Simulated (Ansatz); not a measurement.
Stepwise reaction of `N[Si@@H](F)S[Si@@H](N)F` with hydrogen, as a gas-phase model of exchange steps in deposition or etching. ΔE in kJ/mol.

Computed with Ansatz on PBE0-D4/def2-TZVP structures; ΔE is electronic, products minus reactants. CBS: MP2 limit from def2 TZ/QZ plus the TZ coupled-cluster correction, frozen cores. This one scheme is used for every species. Functionals use def2-TZVPP. B3LYP here is the variant with VWN-RPA as its local correlation; programs differ in this. Each species was taken in one conformer, which may not be the lowest.

```csv
step,reaction,PBE-D4,B3LYP-D4,ωB97M-V,CCSD(T)/CBS
2,`N[SiH2]S[SiH](N)F` + H₂ → `N[SiH2]S[SiH2]N` + H–F,128.0,137.5,137.7,132.1
```

Question: Give the row of step 1, `N[Si@@H](F)S[Si@@H](N)F` + H₂ → `N[SiH2]S[SiH](N)F` + H–F. (Best estimate.)

Answer: Ansatz gave: 
| step | reaction | PBE-D4 | B3LYP-D4 | ωB97M-V | CCSD(T)/CBS |
| --- | --- | --- | --- | --- | --- |
| 1 | `N[Si@@H](F)S[Si@@H](N)F` + H₂ → `N[SiH2]S[SiH](N)F` + H–F | 124.0 | 134.2 | 135.4 | 131.6 |

Question: By hand: ΔE of the 2 steps together at CCSD(T)/CBS.

Answer: (131.6) + (132.1) = 263.7 kJ/mol, or 131.8 kJ/mol a step.

In ΔE the steps differ by no more than 0.5 kJ/mol. All are uphill at CCSD(T)/CBS. PBE-D4 differs from CCSD(T)/CBS by -7.6 to -4.1 kJ/mol a step. Isolated molecules leave out the surface, adducts and barriers. Largest T1 diagnostic: 0.011.
